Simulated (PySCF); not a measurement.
Compound: C₃H₈N₂Pb.
Bonds: Pb1–N2, N2–C3, C3–C4, C4–C5, C5–N6 (double), N2–N6. Hydrogens: H7, H8, H9 on Pb1; H10, H11 on C3; H12, H13 on C4; H14 on C5.

Computed by this run: PBE0-D3(BJ)/def2-SVP geometry optimisation, gas phase, def2 core potentials past Kr in PySCF; density fitting, grid level 1; the optimiser is geomeTRIC in internal coordinates, started from a GFN2-xTB structure with every atom displaced at random (about 0.01 Å).

Step 0: E = -11454.7101 eV
```
atom  x, y, z in Å  |  force x, y, z in eV/Å
Pb1     2.4710   -0.3187   -0.0223   -0.420   0.483   0.040
N2      0.3138   -0.5115    0.3474    0.707   0.357   0.281
C3     -0.5057    0.6782    0.6665    1.302   0.109   1.013
C4     -1.7972    0.4240   -0.0235   -2.137   0.027  -0.554
C5     -1.4930   -0.8382   -0.7983    0.027   1.033   0.681
N6     -0.3183   -1.2586   -0.5585    0.490  -1.169  -0.663
H7      2.6629    1.2226   -0.9141   -0.063  -0.181   0.099
H8      2.9926   -1.6877   -0.9242    0.045  -0.342  -0.175
H9      3.2070   -0.1740    1.5587    0.015  -0.014   0.129
H10    -0.0042    1.5875    0.3169    0.053   0.361  -0.091
H11    -0.5796    0.7478    1.7715   -0.121   0.139  -0.267
H12    -2.6267    0.2365    0.7022    0.268   0.100  -0.279
H13    -2.1699    1.2461   -0.6925    0.332  -0.394   0.413
H14    -2.1808   -1.3582   -1.4264   -0.499  -0.509  -0.627
```

Step 1: E = -11454.8321 eV
```
atom  x, y, z in Å  |  force x, y, z in eV/Å
Pb1     2.4799   -0.3165   -0.0126    0.289   0.042   0.006
N2      0.3691   -0.4256    0.2797   -0.535  -0.119  -0.063
C3     -0.4760    0.7207    0.6480   -0.148  -0.001  -0.112
C4     -1.8480    0.3786    0.0148    0.335   0.076   0.191
C5     -1.4714   -0.8155   -0.8159   -0.139  -0.108  -0.121
N6     -0.2621   -1.2005   -0.6453    0.082   0.041   0.065
H7      2.7686    1.1768   -0.9030    0.031   0.078  -0.057
H8      2.8900   -1.7616   -0.8889    0.036  -0.068  -0.010
H9      3.1396   -0.2086    1.6089    0.051  -0.013   0.049
H10    -0.0755    1.6724    0.2491   -0.003   0.006  -0.030
H11    -0.5342    0.8243    1.7412    0.033   0.015   0.071
H12    -2.6003    0.1196    0.7766   -0.065  -0.026   0.040
H13    -2.2612    1.2075   -0.5785   -0.055   0.009  -0.047
H14    -2.1468   -1.3758   -1.4706    0.086   0.068   0.019
```

Step 2: E = -11454.8402 eV
```
atom  x, y, z in Å  |  force x, y, z in eV/Å
Pb1     2.5067   -0.3178   -0.0100   -0.245   0.064   0.024
N2      0.3502   -0.4263    0.2736    0.153  -0.143  -0.074
C3     -0.4889    0.7231    0.6435   -0.052  -0.013  -0.021
C4     -1.8594    0.3762    0.0251    0.078   0.072   0.041
C5     -1.4889   -0.8124   -0.8217   -0.044  -0.003   0.011
N6     -0.2789   -1.1975   -0.6534    0.144   0.086   0.033
H7      2.8141    1.1784   -0.9131   -0.012  -0.049   0.021
H8      2.9277   -1.7752   -0.8746   -0.007  -0.002   0.022
H9      3.1690   -0.2075    1.6178   -0.013  -0.014  -0.024
H10    -0.0923    1.6737    0.2370   -0.003  -0.007  -0.026
H11    -0.5341    0.8292    1.7393    0.024   0.022  -0.005
H12    -2.6090    0.1103    0.7909    0.003  -0.017  -0.006
H13    -2.2838    1.2033   -0.5658   -0.038  -0.011   0.010
H14    -2.1605   -1.3618   -1.4850    0.010   0.015  -0.007
```

**Question.** Estimate the geometry and energy of step 3. (The exact step hangs on the optimiser's Hessian estimate; all steps are aligned on step 2, rigid shifts and turns removed.)

**Answer.** E = -11454.8451 eV, largest force 0.093 eV/Å
```
atom  x, y, z in Å  |  force x, y, z in eV/Å
Pb1     2.4952   -0.3164   -0.0072   -0.047   0.026   0.010
N2      0.3529   -0.4271    0.2689    0.061  -0.066  -0.022
C3     -0.4840    0.7240    0.6387   -0.032  -0.011   0.041
C4     -1.8555    0.3739    0.0310    0.017   0.029   0.002
C5     -1.4846   -0.8093   -0.8246   -0.013   0.004  -0.007
N6     -0.2720   -1.1913   -0.6638    0.010   0.048   0.016
H7      2.8054    1.1746   -0.9126   -0.005  -0.022   0.005
H8      2.9186   -1.7784   -0.8636   -0.001   0.005   0.019
H9      3.1530   -0.2060    1.6212   -0.001  -0.007  -0.010
H10    -0.0909    1.6736    0.2261    0.005  -0.012  -0.033
H11    -0.5204    0.8336    1.7347    0.016   0.029  -0.019
H12    -2.5992    0.1004    0.8004    0.014  -0.021  -0.008
H13    -2.2914    1.1990   -0.5551   -0.019  -0.009   0.024
H14    -2.1553   -1.3549   -1.4907   -0.005   0.007  -0.020
```

The energy changes by -0.0049 eV. The first-order estimate −F·Δx gives -0.0072 eV and the mean of the old and new forces, exact on a quadratic surface, -0.0050 eV. The step makes an angle of 67° with the force vector and moves no atom by more than 0.017 Å.

The cost below is that of the whole optimisation. Hardware: one thread of an Arm Neoverse V2, no GPU, shared host with 96 logical CPUs at a one-minute load of 18. Cost: 2.1 min, 0.55 GiB resident at most.
